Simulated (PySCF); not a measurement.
**Partial charges of `C[C@@]12CCC[C@]1(F)O2`**

Compound: C6H9FO.
Numbering: `[CH3:1][C@@:2]12[CH2:3][CH2:4][CH2:5][C@:6]1([F:7])[O:8]2` (hydrogens: H9, H10, H11 on C1; H12, H13 on C3; H14, H15 on C4; H16, H17 on C5)

Structure used (GFN2-xTB), in Å, numbered top down from 1:
```
atom  x, y, z in Å
C1     2.2031    0.0807   -0.0294
C2     0.7178    0.2284   -0.1914
C3    -0.1081   -0.8651   -0.8492
C4    -1.5647   -0.4945   -0.5125
C5    -1.5195    0.2826    0.8141
C6    -0.1558    0.9239    0.7550
F7     0.3172    1.4968    1.8911
O8     0.2000    1.5349   -0.4272
H9     2.4225   -0.8208    0.5388
H10    2.6001    0.9429    0.5007
H11    2.6828    0.0135   -1.0034
H12    0.1716   -1.8227   -0.4075
H13    0.0571   -0.9128   -1.9245
H14   -2.2048   -1.3717   -0.4482
H15   -1.9533    0.1611   -1.2911
H16   -1.5518   -0.3800    1.6808
H17   -2.3212    1.0149    0.8939
```

Density: PBE0/pcSseg-1 (PySCF); schemes: Mulliken, IAO, Hirshfeld and ESP-fitted. The structure is a single GFN2-xTB conformer in the gas phase; no vibrational or solvent corrections.

Question: At which atom do the 4 schemes differ most?

Answer: At C2: from -0.293 (Mulliken) to +0.390 e (ESP-fitted), 0.683 e apart.

Question: For which atoms does the sign change between the 4 schemes (beyond +0.03 e in one, beyond −0.03 e in another)?

Answer: C2.

Question: What partial charge does each atom carry?

Answer: In e:

| atom | environment | Mulliken | IAO | Hirshfeld | ESP-fitted |
| --- | --- | --- | --- | --- | --- |
| C1 | methyl carbon | -0.117 | -0.438 | -0.120 | -0.691 |
| C2 | sp3 carbon bound to oxygen | -0.293 | +0.181 | +0.059 | +0.390 |
| C3 | ring CH2 carbon | -0.072 | -0.281 | -0.074 | -0.246 |
| C4 | ring CH2 carbon | -0.245 | -0.262 | -0.067 | -0.119 |
| C5 | ring CH2 carbon | -0.165 | -0.296 | -0.079 | -0.265 |
| C6 | sp3 C–F carbon | +0.425 | +0.458 | +0.139 | +0.444 |
| F7 | alkyl fluorine | -0.291 | -0.298 | -0.104 | -0.258 |
| O8 | epoxide oxygen | -0.391 | -0.406 | -0.160 | -0.370 |
| H9 | methyl hydrogen | +0.118 | +0.151 | +0.049 | +0.171 |
| H10 | methyl hydrogen | +0.124 | +0.163 | +0.047 | +0.200 |
| H11 | methyl hydrogen | +0.124 | +0.151 | +0.048 | +0.200 |
| H12 | methylene hydrogen | +0.121 | +0.139 | +0.043 | +0.089 |
| H13 | methylene hydrogen | +0.132 | +0.144 | +0.043 | +0.098 |
| H14 | methylene hydrogen | +0.123 | +0.144 | +0.043 | +0.080 |
| H15 | methylene hydrogen | +0.137 | +0.148 | +0.040 | +0.071 |
| H16 | methylene hydrogen | +0.134 | +0.149 | +0.046 | +0.090 |
| H17 | methylene hydrogen | +0.136 | +0.151 | +0.048 | +0.117 |

Mean size of the charges over all atoms: IAO 0.233 e, ESP-fitted 0.229 e, Mulliken 0.185 e, Hirshfeld 0.071 e. Each set sums to the total charge, 0, to within 0.001 e. The Hirshfeld scheme weights the molecular density at each point by an atom's share of the summed free-atom densities. The IAO scheme projects the occupied orbitals on a minimal set of polarised atomic orbitals and counts the electrons in each atom's part of it.

Question: Sum the charges by element, for elements with more than one atom.

Answer: 
| element | atoms | Mulliken | IAO | Hirshfeld | ESP-fitted |
| --- | --- | --- | --- | --- | --- |
| C | 6 | -0.467 | -0.636 | -0.143 | -0.488 |
| H | 9 | +1.148 | +1.340 | +0.407 | +1.116 |

Question: How many electrons does the Hirshfeld scheme count on C1?

Answer: Z − q = 6 − (-0.120) = 6.120.
